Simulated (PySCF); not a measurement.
Input file for PySCF: R-HF/STO-3G on H3NSSn (SMILES [NH2][Sn][SH]), a point of a torsion scan.

```python
from pyscf import gto, scf, dft, mp
from pyscf.data.elements import chemcore

mol = gto.M(
    atom='''
    N    -1.25371156    0.15625353    0.22999805
    Sn   -1.03983496   -1.36754154    1.57389240
    S     0.32703279   -0.04845853    3.12152241
    H    -0.58762712    0.89832281    0.06552883
    H    -1.81741834    0.07693158   -0.60631286
    H     0.50624583   -0.99130164    4.03833627
    ''',
    basis='sto-3g',
    charge=0, spin=0, verbose=3, max_memory=1800)
mf = scf.RHF(mol)
mf.conv_tol = 1e-8
mf.max_cycle = 100
mf.kernel()
if not mf.converged:
    mf = mf.newton().run(mf.mo_coeff, mf.mo_occ)
```

Output:

```
converged SCF energy = -6411.96996219561
```

The calculation finished and met its thresholds.

Cost: roughly 0.3 core-seconds.
